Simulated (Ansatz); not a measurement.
Ideal-gas functions of ClF$_{3}$H$_{2}$O$_{2}$W, SMILES `[OH][W]([OH])([F])([F])([F])[Cl]` at 298.15 K and 1 bar, from an Ansatz frequency run at PBE0-D4/def2-TZVP.

Molar mass 310.3 g/mol, point group C2v (symmetry number 2), electronic degeneracy 1, moments of inertia 249.608, 370.536, 382.839 u Å². Harmonic wavenumbers (cm⁻¹, unscaled): 118, 128, 140, 149, 231, 246, 249, 315, 335, 375, 391, 403, 597, 611, 642, 680, 695, 747, 814, 3894, 3898.

Use S(trans) = R[1.5 ln M + 2.5 ln T − 1.1517]; rotational temperatures θ = 24.2544 K / I; S(rot) = R[ln(√π/σ · √(T³/θAθBθC)) + 1.5]; for each mode x = 1.438777 ν̃/T, S = R[x/(eˣ − 1) − ln(1 − e⁻ˣ)] and H = RT x/(eˣ − 1); 1 cm⁻¹ = 0.0119627 kJ/mol; R = 8.31446 J/(mol·K).

Question: By hand: the entropy, in J/(mol·K).

Answer: Translation 180.4. Rotation: θ = 0.0972, 0.0655, 0.0634 K, giving 115.0. Vibration, mode by mode: 13.11, 12.45, 11.73, 11.23, 7.83, 7.36, 7.27, 5.59, 5.17, 4.43, 4.17, 3.98, 1.90, 1.80, 1.60, 1.38, 1.31, 1.07, 0.82, 0.00, 0.00, in all 104.2. Electronic 0.0. Sum 399.6 J/(mol·K).

Question: By hand: H − E and G − E in kJ/mol, counted from the electronic energy.

Answer: Zero-point energy ½ × 15658 × 0.0119627 = 93.7; thermal vibration 17.8; translation, rotation and pV give 4 RT = 9.9. H − E = 121.4 kJ/mol, and G − E = 121.4 − 298.15 × 399.6/1000 = 2.3 kJ/mol.

Vibration gives 26 % of the entropy, 48.5 J/(mol·K) of it from the modes under 150 cm⁻¹: soft modes count most, and the harmonic formula is weakest for them. The sum counts one conformer and one mirror image; others add a mixing term.
